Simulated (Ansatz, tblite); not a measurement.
Removing and adding an electron: `COCCOCCOCCOCCCCCC[SeH]`. The state is a singlet with charge 0. Geometry: PBE-D4/def2-SVP. Ansatz, gas phase; energy differences of separate SCF runs; the oxidised species was run as a doublet alone; the reduced species was run as a doublet alone.

Cartesian coordinates in Å:
```
C 2.039 -3.581 3.850
O 0.959 -3.083 3.099
C 1.216 -1.873 2.425
C 2.343 -1.917 1.398
O 2.093 -2.950 0.470
C 3.110 -3.100 -0.511
C 3.022 -2.116 -1.679
O 1.983 -2.423 -2.598
C 0.669 -2.028 -2.229
C 0.386 -0.545 -2.468
O 0.986 0.318 -1.506
C 0.174 0.593 -0.374
C -0.807 1.743 -0.606
C -1.646 2.060 0.637
C -2.564 3.281 0.494
C -3.693 3.114 -0.528
C -4.600 4.335 -0.672
Se -3.719 5.966 -1.378
H 1.659 -4.431 4.450
H 2.874 -3.959 3.212
H 2.460 -2.817 4.551
H 1.454 -1.045 3.145
H 0.267 -1.609 1.914
H 2.404 -0.912 0.912
H 3.331 -2.082 1.898
H 4.120 -3.014 -0.036
H 3.009 -4.130 -0.913
H 2.942 -1.068 -1.314
H 3.967 -2.193 -2.259
H -0.012 -2.616 -2.881
H 0.442 -2.305 -1.174
H 0.804 -0.262 -3.459
H -0.718 -0.385 -2.517
H -0.377 -0.321 -0.041
H 0.868 0.859 0.453
H -0.228 2.640 -0.916
H -1.468 1.491 -1.463
H -2.252 1.167 0.913
H -0.961 2.231 1.497
H -1.959 4.172 0.215
H -3.014 3.515 1.484
H -4.331 2.250 -0.233
H -3.276 2.854 -1.526
H -5.472 4.124 -1.319
H -4.994 4.661 0.314
H -3.490 5.391 -2.729
```

The xTB rows come from tblite. Single mean-field runs in def2-TZVP are fitted with def2-universal-jkfit. HOMO above LUMO, or a gap near zero within one spin, warns that the state may not be the lowest or that an electron is smeared out.

```json
{"level": "GFN1-xTB", "−HOMO (eV)": "10.37", "vertical IE (eV)": "12.89", "−LUMO (eV)": "5.49", "vertical EA (eV)": "2.89", "HOMO–LUMO gap (eV)": "4.89", "IE − EA (eV)": "10.01", "remarks": "–"}
{"level": "GFN2-xTB", "−HOMO (eV)": "10.10", "vertical IE (eV)": "11.95", "−LUMO (eV)": "6.22", "vertical EA (eV)": "3.56", "HOMO–LUMO gap (eV)": "3.89", "IE − EA (eV)": "8.39", "remarks": "–"}
{"level": "PBE-D4/def2-TZVP", "−HOMO (eV)": "5.19", "vertical IE (eV)": "7.10", "−LUMO (eV)": "0.87", "vertical EA (eV)": "-0.99", "HOMO–LUMO gap (eV)": "4.32", "IE − EA (eV)": "8.10", "remarks": "HOMO above zero (-1 doublet), gap within one spin near zero (+1 doublet), gap within one spin near zero (-1 doublet)"}
{"level": "PBE0-D4/def2-TZVP", "−HOMO (eV)": "6.52", "vertical IE (eV)": "7.91", "−LUMO (eV)": "-0.02", "vertical EA (eV)": "-1.40", "HOMO–LUMO gap (eV)": "6.55", "IE − EA (eV)": "9.31", "remarks": "HOMO above zero (-1 doublet)"}
{"level": "r2SCAN0-D4/def2-TZVP", "−HOMO (eV)": "6.69", "vertical IE (eV)": "8.04", "−LUMO (eV)": "-0.20", "vertical EA (eV)": "-1.50", "HOMO–LUMO gap (eV)": "6.89", "IE − EA (eV)": "9.54", "remarks": "HOMO above zero (-1 doublet)"}
```

   A HOMO above zero means that the electron is unbound at that level or that self-interaction error raises the level; the energy of removing that electron tells which. Raw xTB energy differences between charge states are shifted by several eV; the methods need an empirical correction for them. Sets without diffuse functions give affinities that are too small. A negative affinity means that the extra electron isn't bound; its size then hangs on the basis.
